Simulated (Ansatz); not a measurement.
Isolated molecules relaxed with PBE0-D4/def2-TZVP in Ansatz; ΔE leaves out vibrations. CCSD(T)/CBS is the MP2 limit (def2-TZVPP, def2-QZVPP) plus CCSD(T) − MP2 in def2-TZVPP, frozen cores. This one scheme is used for every species. DFT in def2-TZVPP. B3LYP here is the variant with VWN-RPA as its local correlation; programs differ in this. HSE06 is defined as in plane-wave codes. For Ga, Ge outer-core shells are correlated without core-valence functions, which leaves a few kJ/mol of doubt a bond. Scalar relativity is left out up to krypton. One conformer a species, not always the lowest.

`[OH][GaH][GeH3]` + H₂O → `[OH][GaH][OH]` + GeH₄  (formal hydrolysis of a Ga–Ge bond)

`[OH][GaH][GeH3]`:

```xyz
8

O     0.915    0.034    2.185
Ga    0.666   -0.805    0.623
Ge   -0.635    0.330   -1.105
H     0.505    0.900    2.237
H     1.346   -2.212    0.574
H    -1.875   -0.495   -1.495
H     0.200    0.535   -2.382
H    -1.122    1.714   -0.637
```

H₂O:

```xyz
3

O     0.303   -0.242    0.037
H     0.290    0.617   -0.391
H    -0.593   -0.375    0.354
```

`[OH][GaH][OH]`:

```xyz
6

O    -1.093    0.901    0.116
Ga    0.471    0.082   -0.154
O     0.412   -1.648    0.245
H    -1.100    1.838   -0.089
H     1.764    0.753   -0.673
H    -0.454   -1.926    0.555
```

GeH₄:

```xyz
5

Ge    0.000    0.000    0.000
H    -0.541    1.430   -0.123
H    -0.668   -0.892   -1.054
H    -0.309   -0.545    1.400
H     1.518    0.006   -0.223
```

Is it downhill or uphill in electronic energy at CCSD(T)/CBS, and by how much? (Estimate.)

The calculation gave: Downhill: ΔE = -5.8 kcal/mol.

What do these levels give: PBE-D4, B3LYP-D4, HSE06-D4, CAM-B3LYP-D4, B2PLYP, PBE-QIDH, B3LYP, r2SCAN0, CAM-B3LYP, MP2/def2-TZVPP, HF/def2-QZVPP, CCSD/CBS(def2)? (An estimate is asked.)

The calculation gave: PBE-D4 -3.7, B3LYP-D4 -5.9, HSE06-D4 -4.0, CAM-B3LYP-D4 -7.9, B2PLYP -7.8, PBE-QIDH -6.4, B3LYP -6.7, r2SCAN0 -6.3, CAM-B3LYP -8.5, MP2/def2-TZVPP -8.1, HF/def2-QZVPP -10.7, CCSD/CBS(def2) -6.0 kcal/mol.

Largest T1 diagnostic among the species: 0.015.

In def2-TZVPP, CCSD(T) changes the Hartree–Fock value by +3.1 kcal/mol (the triples alone add +0.2 kcal/mol) and MP2 by +2.3 kcal/mol. The D4 term adds +0.8 kcal/mol with B3LYP and +0.5 kcal/mol with PBE0; it sums over pairs of atoms, weighted by their polarisabilities, and B3LYP, whose exchange is more repulsive, gets the larger term.
